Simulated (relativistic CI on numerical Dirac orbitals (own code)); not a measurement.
Computed by Dirac-Coulomb-Breit CI, orbitals from a KLI potential per configuration, model QED, unscaled Slater integrals (own radial code, finite nucleus).

The strongest absorption lines from the ground level of an ion, among the configurations computed and to levels below about 306 eV (vacuum wavelength in nm, gf): 4.0856 (0.39), 4.1139 (0.57), 4.1187 (0.57), 4.1332 (0.31), 4.1407 (0.36), 5.7652 (0.5), 5.8860 (0.38), 8.1703 (1.5).

Question: Which ion is it?
A. Zr XIV
B. Kr X
C. Zr XVI
D. Sr XII

Answer: A. Zr XIV has 27 electrons and the ground level 3s2 3p6 3d9 2D_5/2; the strongest line goes to 3s2 3p5 3d10 2P°_3/2. The pattern of lines fixes the number of electrons, and along that sequence the line energies rise steadily with the charge (about as its square where n changes within one kind of shell, about linearly where n is kept but much faster in heavy ions where fine structure, which grows about as Z⁴, sets the gap, and irregularly where shells cross), which fixes Z. Configurations outside the model, such as inner-shell arrays, can give stronger lines. At this charge energies of transitions that change n are usually good to better than 1 %, and those within a shell (Δn = 0) to a few per cent.

LS names give the leading component of a level, which can be under half, so a name can repeat, a term be missing and a line seem to break the LS rules.
